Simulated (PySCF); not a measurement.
**Electron correlation in Sn²⁺ (tin, charge +2)**

[Kr] 4d10 5s1 5p1, high-spin 3P determinant (an excited configuration). All numbers are calculated (PySCF 2.14, the spin-free X2C one-electron Hamiltonian (Gaussian nucleus), in x2c-TZVPPall (8s6p4d2f, 60 functions)). Frozen: [Kr] 4d10; 2 electrons correlated.

Total MP2 correlation energy: -2.07 mhartree.

Same-spin part -2.07 and opposite-spin part 0.00 mhartree; SCS-MP2 scales them by 1/3 and 6/5 to -0.69 mhartree.
